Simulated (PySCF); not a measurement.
Electron correlation in Cu (copper, neutral)

[Ar] 3d9 4s2, 2D determinant (an excited configuration). Calculation: PySCF 2.14, in x2c-TZVPPall (6s5p4d2f1g, 64 functions); the spin-free X2C one-electron Hamiltonian (Gaussian nucleus). Frozen: [Ar]; 11 electrons correlated.

MP2 pair energies summed by pair of shells (mhartree):

```
 pair   energy  share (%)
3d-3d  -333.57       83.9
3d-4s   -41.63       10.5
4s-4s   -22.21        5.6
```

Total MP2 correlation energy: -397.40 mhartree.

Same-spin part -139.85 and opposite-spin part -257.55 mhartree; SCS-MP2 scales them by 1/3 and 6/5 to -355.68 mhartree.
